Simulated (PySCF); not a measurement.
Compound: phenyl trifluoromethyl sulfide, C7H5F3S.
Z-matrix (Å and degrees, PBE0-D3(BJ)/def2-SVP geometry), rows numbered from 1:
```
F 
C   1  1.3304
F   2  1.3298  1  107.07
F   2  1.3280  1  108.34  3   116.77
S   2  1.8151  1  112.57  3  -124.16
C   5  1.7803  2   98.22  1    61.07
C   6  1.3974  5  119.75  2   -88.94
C   7  1.3928  6  119.59  5  -179.08
C   8  1.3946  7  120.08  6     0.32
C   9  1.3945  8  120.18  7    -0.11
C  10  1.3929  9  120.10  8    -0.00
H   7  1.0917  6  119.48  5     1.24
H   8  1.0924  7  119.74  6  -179.79
H   9  1.0926  8  119.91  7   179.82
H  10  1.0924  9  120.16  8  -179.99
H  11  1.0917  6  119.49  5    -1.37
```

Method used: PBE0-D3(BJ)/def2-SVP geometry optimisation, gas phase in PySCF.

Take the most abundant isotopes and a rigid rotor. The values belong to one conformer with, in the numbering `[F:1][C:2]([F:3])([F:4])[S:5][c:6]1[cH:7][cH:8][cH:9][cH:10][cH:11]1`, C2–S5–C6–C7 -89°.

(1) Give the principal moments of inertia and the rotational constants in MHz.

(2) Classify the top.

(3) What does the inertial defect say?

(4) Give the other two planar moments, Paa and Pbb, and the rms extents of the mass along the axes.

(5) Give the coordinates in the principal-axis frame, origin at the centre of mass.

(6) Where do the levels up to J = 5 lie, in MHz?

(7) Predict some low-J microwave lines.

## Answers

(1) Ia = 237.14, Ib = 849.21, Ic = 877.48 u·Å²; 505379 MHz·u·Å²/I gives A = 2131, B = 595.1, C = 575.9 MHz.

(2) A near-prolate asymmetric top: κ = (2 × 595.1 − 2131 − 575.9)/(2131 − 575.9) = -0.98.

(3) Not planar: Δ = Ic − Ia − Ib = -208.87 u·Å². For a rigid frame Δ = −2 Σ m c², so Σ m c² = 104.43 u·Å² lies off the ab plane: 1.91 from hydrogen and 102.52 from heavier atoms. The atom farthest from that plane is 1.27 Å away.

(4) Paa = Σ m a² = (Ib + Ic − Ia)/2 = 744.78 and Pbb = Σ m b² = (Ia + Ic − Ib)/2 = 132.71 u·Å². With the mass M = 178.01 u, the rms extents √(P/M) along a, b and c are 2.05, 0.86, 0.77 Å.

(5) The sense of each axis is arbitrary; atoms in the order of the calculation.
```tsv
atom	mass (u)	a (Å)	b (Å)	c (Å)
F1	18.998	1.544	-1.160	0.915
C2	12.000	1.776	-0.021	0.268
F3	18.998	1.523	0.970	1.118
F4	18.998	3.063	0.021	-0.056
S5	31.972	0.815	0.117	-1.266
C6	12.000	-0.815	0.049	-0.552
C7	12.000	-1.439	-1.187	-0.363
C8	12.000	-2.721	-1.235	0.178
C9	12.000	-3.379	-0.054	0.522
C10	12.000	-2.755	1.178	0.328
C11	12.000	-1.472	1.234	-0.211
H12	1.008	-0.911	-2.102	-0.637
H13	1.008	-3.210	-2.200	0.330
H14	1.008	-4.386	-0.094	0.943
H15	1.008	-3.271	2.103	0.598
H16	1.008	-0.969	2.191	-0.365
```

(6) Above 0(0,0):
J = 1: 1(0,1) 1171, 1(1,1) 2707, 1(1,0) 2726
J = 2: 2(0,2) 3513, 2(1,2) 5030, 2(1,1) 5088, 2(2,1) 9696, 2(2,0) 9696
J = 3: 3(0,3) 7025, 3(1,3) 8514, 3(1,2) 8629, 3(2,2) 13209, 3(2,1) 13210, 3(3,1) 20937, 3(3,0) 20937
J = 4: 4(0,4) 11708, 4(1,4) 13160, 4(1,3) 13352, 4(2,3) 17893, 4(2,2) 17896, 4(3,2) 25622, 4(3,1) 25622, 4(4,1) 36440, 4(4,0) 36440
J = 5: 5(0,5) 17560, 5(1,5) 18966, 5(1,4) 19254, 5(2,4) 23748, 5(2,3) 23754, 5(3,3) 31477, 5(3,2) 31477, 5(4,2) 42296, 5(4,1) 42296, 5(5,1) 56206, 5(5,0) 56206
Those of J = 1 are B + C, A + C and A + B.

(7) The dipole components are |μa| = 2.53 D, |μb| = 0.02 D, |μc| = 0.17 D. Intensities carry the squares of the components, which stand as 1.00 : 0.00 : 0.00 (a : b : c). Some lines, for components of 0.1 D or more:

```csv
type,branch,"J(Ka,Kc)",MHz,lower level (cm⁻¹)
a,R,"1(0,1) ← 0(0,0)",1171,0.000
c,Q,"2(1,2) ← 2(0,2)",1517,0.117
a,R,"2(0,2) ← 1(0,1)",2342,0.039
a,R,"2(1,1) ← 1(1,0)",2361,0.091
c,R,"1(1,0) ← 0(0,0)",2726,0.000
a,R,"3(0,3) ← 2(0,2)",3512,0.117
a,R,"3(2,2) ← 2(2,1)",3513,0.323
a,R,"3(2,1) ← 2(2,0)",3514,0.323
c,R,"2(1,1) ← 1(0,1)",3916,0.039
c,Q,"3(2,2) ← 3(1,2)",4579,0.288
a,R,"4(0,4) ← 3(0,3)",4682,0.234
a,R,"4(2,2) ← 3(2,1)",4686,0.441
a,R,"4(1,3) ← 3(1,2)",4722,0.288
c,R,"4(1,3) ← 3(0,3)",6326,0.234
c,R,"3(2,1) ← 2(1,1)",8122,0.170
c,R,"4(2,2) ← 3(1,2)",9266,0.288
c,Q,"4(4,1) ← 4(3,1)",10819,0.855
c,R,"3(3,1) ← 2(2,1)",11241,0.323
c,R,"4(3,1) ← 3(2,1)",12412,0.441
c,R,"4(3,2) ← 3(2,2)",12413,0.441
c,R,"4(4,1) ← 3(3,1)",15504,0.698
```

No frequency check. Zero-point vibration and centrifugal distortion are left out.

The run took 2.0 min of wall time on one thread of an Arm Neoverse V1, no GPU, shared host with 64 logical CPUs at a one-minute load of 63, and the process peaked at 0.88 GiB of memory. This is the geometry optimisation.
